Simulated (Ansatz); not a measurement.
Reactions of `NB(F)O[SiH3]`.

Computed with Ansatz on PBE0-D4/def2-TZVP structures; ΔE is electronic, products minus reactants. CCSD(T)/CBS adds triple-zeta CCSD(T) − MP2 to the extrapolated MP2 energy (def2 sets, frozen cores). This one scheme is used for every species, atoms too. For atomizations the MP2-based limit and the directly extrapolated one differ by several kJ/mol either way, and by 10 to 25 for some Ge, Se and Sn compounds, so smaller differences from it don't rank the levels. DFT in def2-TZVPP. Open shells (•) are unrestricted, without spin–orbit coupling. Spin–orbit coupling would lower the free atoms: a little for B, F, O, Si. One conformer a species, not always the lowest.

```
                                             reaction  CCSD(T)/CBS(def2) (eV)
                 `NB(F)O[SiH3]` → `NB(O)F` + `[SiH2]`                    3.42
      `NB(F)O[SiH3]` + CH₃NH₂ → `CN[SiH3]` + `NB(O)F`                    0.52
          `NB(F)O[SiH3]` + H₂O → `NB(O)O[SiH3]` + H–F                       ?
`NB(F)O[SiH3]` + silanol → `FB(O[SiH3])O[SiH3]` + NH₃                   -0.28
      `NB(F)O[SiH3]` → B• + F• + 5 H• + N• + O• + Si•                   40.66
         `NB(F)O[SiH3]` + HCl → `NB(Cl)O[SiH3]` + H–F                       ?
          `NB(F)O[SiH3]` + H₂S → `NB(S)O[SiH3]` + H–F                    0.80
```

Task: Fill in the missing values. (Estimate.)

Result: Computed: `NB(F)O[SiH3]` + H₂O → `NB(O)O[SiH3]` + H–F: +0.24 eV; `NB(F)O[SiH3]` + HCl → `NB(Cl)O[SiH3]` + H–F: +0.53 eV.

Largest T1 diagnostic: 0.014, for `[SiH2]`.
